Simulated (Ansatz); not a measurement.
Abridged output of a molecular run in Ansatz:

```
Functional definition: HF
904 factors; integrals over basis functions are off by at most 1.1e-3 eV
mean field evaluation 1: about -9401.2887 eV, gradient 3.0e1 eV
mean field evaluation 2: about -9401.3536 eV, gradient 3.0e1 eV
mean field evaluation 4: about -9404.2327 eV, gradient 3.1e0 eV
mean field evaluation 8: about -9404.2782 eV, gradient 9.1e-2 eV
mean field evaluation 16: about -9404.2153 eV, gradient 3.3e-1 eV
mean field -9404.27827071 eV, -345.6008519997 hartree, gradient 2.5e-6 eV, S^2 0.000000; 0 other end points of the search recorded, 0 dependent functions left out
8 core orbitals not correlated: weight in the atoms' cores, before any rotation towards them, 1.000 or more for the frozen orbitals, at most 0.000 for the correlated occupied ones
reference -9404.27827071 eV, -345.6008519997 hartree; 10, 10 occupied and 72, 72 virtual orbitals, 904 factors
second order -11.33048945 eV of doubles, -0.00000000 eV of singles
cycle   1  -12.27099643 eV  change   -9.4e-1 eV  update   8.2e-2
cycle   2  -12.68167405 eV  change   -4.1e-1 eV  update   2.6e-2
cycle   3  -12.72991319 eV  change   -4.8e-2 eV  update   1.0e-2
cycle   4  -12.72678237 eV  change    3.1e-3 eV  update   3.5e-3
cycle   5  -12.72630940 eV  change    4.7e-4 eV  update   1.5e-3
cycle   6  -12.72617456 eV  change    1.3e-4 eV  update   5.6e-4
cycle   7  -12.72599211 eV  change    1.8e-4 eV  update   1.9e-4
cycle   8  -12.72600900 eV  change   -1.7e-5 eV  update   6.8e-5
cycle   9  -12.72602737 eV  change   -1.8e-5 eV  update   1.8e-5
perturbative correction -0.39906767 eV, -0.0146654664 hartree
Total energy: -9417.40336574 eV, -346.0831903458 hartree
```

Its atoms:

Z-matrix (Å, degrees):
```
C
B 1 1.550
C 1 1.505 2 61.0
H 1 1.086 2 118.3 3 108.9
H 1 1.086 2 118.3 3 -108.9
Al 2 2.071 1 150.9 3 180.0
H 3 1.086 1 118.6 2 108.4
H 3 1.086 1 118.6 2 -108.4
H 6 1.592 2 120.6 1 -90.0
H 6 1.592 2 120.6 1 89.9
```

**Question.** Which basis set was used?
A. def2-SVP
B. def2-TZVPP
C. cc-pV(T+d)Z
D. def2-TZVPPD

**Answer.** A. It gives 90 functions.

**Question.** Write the keys of the input that set method, charge and spin (a neutral closed shell needs none for the last two).

**Answer.** 
```yaml
correlation: {method: ccsd_t}
```
